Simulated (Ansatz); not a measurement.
Cost and result for the atomization energy of C₂H₇BZn, SMILES `B[CH2][Zn][CH3]` (11 atoms, 10 bonds).

```xyz
11

B     1.6348   -0.3394   -1.2302
C     0.2113   -0.6795   -1.5433
Zn   -0.4374    0.0369    0.2111
C    -1.2197    0.6867    1.8617
H     2.3343   -1.1096   -0.6263
H     2.0781    0.7503   -1.4817
H    -0.3537   -0.0790   -2.2606
H    -0.1278   -1.7177   -1.5074
H    -1.1875    1.7781    1.8996
H    -0.6702    0.3002    2.7234
H    -2.2621    0.3730    1.9536
```

Total charge 0; spin multiplicity 1. For Zn the d shell is correlated and the shells below it are frozen. Scalar relativity is left out up to krypton. The structure was optimised at the PBE0-D4/def2-TZVP level. It is one conformer, not always the lowest. Program: Ansatz. All runs use 4 threads of an Intel Xeon Platinum 8488C on a shared host. Times are those of one run each, without the atoms' runs, and a repeat can differ threefold. Electronic energies, without spin–orbit coupling; frozen cores. CCSD(T)/CBS adds CCSD(T) − MP2 in def2-TZVPP to the MP2 limit, and its time is that of the two runs behind it. T1 = 0.013. With those shells the extrapolation isn't a true limit. B3LYP takes the VWN-RPA correlation (the form of Gaussian; ORCA's B3LYP/G).

CCSD(T)/CBS is a level of theory with its own doubt, some kJ/mol a heavy atom from the limit and from the frozen cores, so smaller differences don't rank the functionals.

```
                             level  functions  wall time  atomization (kcal/mol)  difference from CCSD(T)/CBS  per bond
                PBE0-D4/def2-TZVPP        255      2.3 s                   896.2                          7.1       0.7
   PBE-D4/def2-TZVPP (with forces)        255      2.5 s                   902.5                         13.4       1.3
r2SCAN-D4/def2-TZVPP (with forces)        255        4 s                   899.7                         10.6       1.1
                 B2PLYP/def2-TZVPP        255      4.1 s                   883.8                         -5.3      -0.5
 B3LYP-D4/def2-TZVPP (with forces)        255      5.5 s                   890.4                          1.3       0.1
                ωB97X-V/def2-TZVPP        255        7 s                   894.3                          5.2       0.5
  ωB97M-V/def2-TZVPP (with forces)        255        9 s                   894.9                          5.8       0.6
                    MP2/def2-QZVPP        481       15 s                   893.0                          3.9       0.4
                CCSD(T)/def2-TZVPP        255       86 s                   872.4                        -16.7      -1.7
                 CCSD(T)/CBS(def2)          –      100 s                   889.1                          0.0       0.0
```

In def2-TZVPP, CCSD(T) changes the Hartree–Fock value by +189.2 kcal/mol (the triples alone add +10.2 kcal/mol) and MP2 by +199.7 kcal/mol; breaking electron pairs costs correlation energy, which Hartree–Fock lacks. The D4 term adds +6.4 kcal/mol with B3LYP and +3.3 kcal/mol with PBE0; it sums over pairs of atoms, weighted by their polarisabilities, and B3LYP, whose exchange is more repulsive, gets the larger term. From PBE to PBE0 (25 % exact exchange), in def2-TZVPP and without D4, the atomization energy moves by −5.6 kcal/mol: exact exchange takes away binding that semilocal exchange gives to molecules.
